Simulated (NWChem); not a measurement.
System: BHF2; SMILES B(F)F

The following NWChem deck was run.

```
start job
memory heap 200 mb stack 900 mb global 1100 mb
geometry units angstroms noautosym nocenter noautoz
  B      0.000000     0.000000    -0.457660
  H      0.000000     0.000000    -1.647057
  F     -1.133453     0.000000     0.218854
  F      1.133453     0.000000     0.218854
end
basis spherical
  B library sto-3g
  H library sto-3g
  F library sto-3g
end
dft
  xc hfexch
  iterations 150
end
property
  shielding 3 1 2 3
end
task dft property
```

NWChem printed, in part:

```
             Northwest Computational Chemistry Package (NWChem) 7.3.0
             --------------------------------------------------------

                             Geometry "geometry" -> ""
                             -------------------------

 Output coordinates in angstroms (scale by  1.889725989 to convert to a.u.)

  No.       Tag          Charge          X              Y              Z
 ---- ---------------- ---------- -------------- -------------- --------------
    1 B                    5.0000     0.00000000     0.00000000    -0.45766000
    2 H                    1.0000     0.00000000     0.00000000    -1.64705700
    3 F                    9.0000    -1.13345300     0.00000000     0.21885400
    4 F                    9.0000     1.13345300     0.00000000     0.21885400

 Effective nuclear repulsion energy (a.u.)      61.5762313332

  xc_inp: hfexch multiplicative factor not found.
                              NWChem Property Module
                              ----------------------

  itol2e modified to match energy
  convergence criterion.

                                 NWChem DFT Module
                                 -----------------

 Summary of "ao basis" -> "ao basis" (spherical)
 ------------------------------------------------------------------------------
       Tag                 Description            Shells   Functions and Types
 ---------------- ------------------------------  ------  ---------------------
 B                           sto-3g                  3        5   2s1p
 H                           sto-3g                  1        1   1s
 F                           sto-3g                  3        5   2s1p

  itol2e modified to match energy
  convergence criterion.

            General Information
            -------------------
          SCF calculation type: DFT
          Wavefunction type:  closed shell.
          No. of atoms     :     4
          No. of electrons :    24
           Alpha electrons :    12
            Beta electrons :    12
          Charge           :     0
          Spin multiplicity:     1
          Use of symmetry is: off; symmetry adaption is: off
          Maximum number of iterations: 150
          AO basis - number of functions:    16
                     number of shells:    10
          Convergence on energy requested:  1.00D-07
          Convergence on density requested:  1.00D-05
          Convergence on gradient requested:  5.00D-04

              XC Information
              --------------
                     Hartree-Fock (Exact) Exchange  1.000

      Superposition of Atomic Density Guess
      -------------------------------------

 Sum of atomic energies:        -220.62723885

      Non-variational initial energy
      ------------------------------

 Total energy =    -220.764528
 1-e energy   =    -433.186490
 2-e energy   =     150.845731
 HOMO         =      -0.314814
 LUMO         =       0.313984

   convergence    iter        energy       DeltaE   RMS-Dens  Diis-err
 ---------------- ----- ----------------- --------- --------- ---------
 d= 0,ls=0.0,diis     1   -221.0517565240 -2.83D+02  4.64D-02  4.09D-01
 d= 0,ls=0.0,diis     2   -221.1301079548 -7.84D-02  8.78D-03  2.48D-02
 d= 0,ls=0.0,diis     3   -221.1339882681 -3.88D-03  2.71D-03  7.72D-04
 d= 0,ls=0.0,diis     4   -221.1341954733 -2.07D-04  2.77D-04  7.23D-06
 d= 0,ls=0.0,diis     5   -221.1341977375 -2.26D-06  6.91D-05  4.37D-07
 d= 0,ls=0.0,diis     6   -221.1341978757 -1.38D-07  1.68D-05  1.70D-08
 d= 0,ls=0.0,diis     7   -221.1341978834 -7.72D-09  1.69D-06  2.65D-10

         Total DFT energy =     -221.134197883416
      One electron energy =     -432.859559611695
           Coulomb energy =      174.957212133821
    Exchange-Corr. energy =      -24.808081738784
 Nuclear repulsion energy =       61.576231333242

 Numeric. integr. density =        0.000000000000

                       DFT Final Molecular Orbital Analysis
                       ------------------------------------

 Vector   10  Occ=2.000000D+00  E=-4.781730D-01
              MO Center=  1.9D-14, -8.4D-17,  2.0D-01, r^2= 1.7D+00
   Bfn.  Coefficient  Atom+Function         Bfn.  Coefficient  Atom+Function
  ----- ------------  ---------------      ----- ------------  ---------------
     9      0.589850  3 F  px                14      0.589850  4 F  px
    11      0.391766  3 F  pz                16     -0.391766  4 F  pz
     3     -0.064825  1 B  px                 8     -0.050116  3 F  s
    13      0.050116  4 F  s

 Vector   11  Occ=2.000000D+00  E=-4.687748D-01
              MO Center=  9.2D-14,  4.4D-17,  2.2D-01, r^2= 1.6D+00
   Bfn.  Coefficient  Atom+Function         Bfn.  Coefficient  Atom+Function
  ----- ------------  ---------------      ----- ------------  ---------------
    10      0.707857  3 F  py                15     -0.707857  4 F  py

 Vector   12  Occ=2.000000D+00  E=-4.257899D-01
              MO Center=  3.1D-14, -5.3D-17, -4.9D-01, r^2= 1.9D+00
   Bfn.  Coefficient  Atom+Function         Bfn.  Coefficient  Atom+Function
  ----- ------------  ---------------      ----- ------------  ---------------
    11      0.561035  3 F  pz                16      0.561035  4 F  pz
     6      0.491937  2 H  s                  5     -0.225596  1 B  pz
     2      0.097653  1 B  s                  1     -0.040637  1 B  s
     9      0.027781  3 F  px                14     -0.027781  4 F  px

 Vector   13  Occ=0.000000D+00  E= 3.065485D-01
              MO Center=  2.1D-15,  2.0D-17, -3.5D-01, r^2= 1.1D+00
   Bfn.  Coefficient  Atom+Function         Bfn.  Coefficient  Atom+Function
  ----- ------------  ---------------      ----- ------------  ---------------
     4      0.960269  1 B  py                10     -0.395274  3 F  py
    15     -0.395274  4 F  py

 Vector   14  Occ=0.000000D+00  E= 6.361740D-01
              MO Center= -1.7D-14,  8.6D-18, -5.8D-01, r^2= 1.4D+00
   Bfn.  Coefficient  Atom+Function         Bfn.  Coefficient  Atom+Function
  ----- ------------  ---------------      ----- ------------  ---------------
     2      1.322680  1 B  s                  6     -0.802236  2 H  s
     9     -0.394799  3 F  px                14      0.394799  4 F  px
     8     -0.389164  3 F  s                 13     -0.389164  4 F  s
     1     -0.262938  1 B  s                 11      0.216181  3 F  pz
    16      0.216181  4 F  pz                 7      0.060896  3 F  s

[...]

          -----------------------------------------
          Chemical Shielding Tensors (GIAO, in ppm)
          -----------------------------------------

                                NWChem CPHF Module
                                ------------------

  scftype          =     RHF
  nclosed          =       12
  nopen            =        0
  variables        =       48
  # of vectors     =        3
  tolerance        = 0.10D-03
  level shift      = 0.00D+00
  max iterations   =       50
  max subspace     =       30

 SCF residual:    2.0482997955357290E-006

Iterative solution of linear equations
  No. of variables       48
  No. of equations        3
  Maximum subspace       30
        Iterations       50
       Convergence  1.0D-04

   iter   nsub   residual    time
   ----  ------  --------  ---------
     1      3    1.59D+00       0.4
     2      6    2.11D-01       0.4
     3      9    2.45D-02       0.4
     4     12    2.46D-03       0.4
     5     15    4.20D-04       0.5
     6     18    4.11D-05       0.5

      Atom:    1  B
        Diamagnetic
    208.7632      0.0000     -0.0000
      0.0000    195.9477      0.0000
     -0.0000      0.0000    203.1921

        Paramagnetic
   -104.5916     -0.0000     -0.0000
     -0.0000    -63.7982     -0.0000
     -0.0000     -0.0000   -106.5451

        Total Shielding Tensor
    104.1716     -0.0000     -0.0000
     -0.0000    132.1494     -0.0000
     -0.0000     -0.0000     96.6470

           isotropic =     110.9894
          anisotropy =      31.7401

          Principal Components and Axis System
                 1           2           3
              132.1494    104.1716     96.6470

      1        -0.0000      1.0000     -0.0000
      2         1.0000     -0.0000     -0.0000
      3        -0.0000     -0.0000      1.0000

      Atom:    2  H
        Diamagnetic
     28.4433      0.0000     -0.0000
      0.0000     27.4964      0.0000
     -0.0000      0.0000     39.3730

        Paramagnetic
     -0.6170     -0.0000     -0.0000
     -0.0000      0.5247     -0.0000
     -0.0000     -0.0000     -8.5062

        Total Shielding Tensor
     27.8264     -0.0000     -0.0000
     -0.0000     28.0211     -0.0000
     -0.0000     -0.0000     30.8668

           isotropic =      28.9048
          anisotropy =       2.9430

          Principal Components and Axis System
                 1           2           3
               30.8668     28.0211     27.8264

      1        -0.0000     -0.0000      1.0000
      2        -0.0000      1.0000     -0.0000
      3         1.0000     -0.0000     -0.0000

      Atom:    3  F
        Diamagnetic
    471.6914     -0.0000    -17.2764
     -0.0000    442.4578      0.0000
    -17.2764      0.0000    451.0796

        Paramagnetic
   -241.1548      0.0000    -32.2996
      0.0000    162.9963      0.0000
    -32.2996      0.0000   -190.4001

        Total Shielding Tensor
    230.5366      0.0000    -49.5760
      0.0000    605.4541      0.0000
    -49.5760      0.0000    260.6795

           isotropic =     365.5568
          anisotropy =     359.8460

          Principal Components and Axis System
                 1           2           3
              605.4541    297.4244    193.7918

      1         0.0000     -0.5955      0.8034
      2         1.0000      0.0000      0.0000
      3         0.0000      0.8034      0.5955
```

Level: Hartree-Fock/STO-3G, GIAO. STO-3G and 3-21G are far too small for this property and stand as cheap habits. Structure relaxed at the B3LYP/6-31G* (spherical d) level. The printed shielding anisotropy is the first printed principal value minus the mean of the other two.
